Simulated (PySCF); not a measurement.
Harmonic spectrum computed at PBE0 in the def2-TZVP basis family (core potentials from Rb on, PySCF, no spin–orbit coupling):

| symmetry | ω (cm⁻¹) | IR (km/mol) |
| --- | --- | --- |
| a1 | 635 | 101 |
| b2 | 1653 | 15.7 |
| a1 | 1779 | 11.0 |

Task: Which molecule gave it? In each, all ligands are bound to the one heavy central atom.
A. ZnH₂ (singlet)
B. EuH₂ (octet)
C. CuH₂ (doublet)
D. NdH₂ (quintet)

Result: C. It has C2v symmetry with Cu–H 1.521 Å (×2).
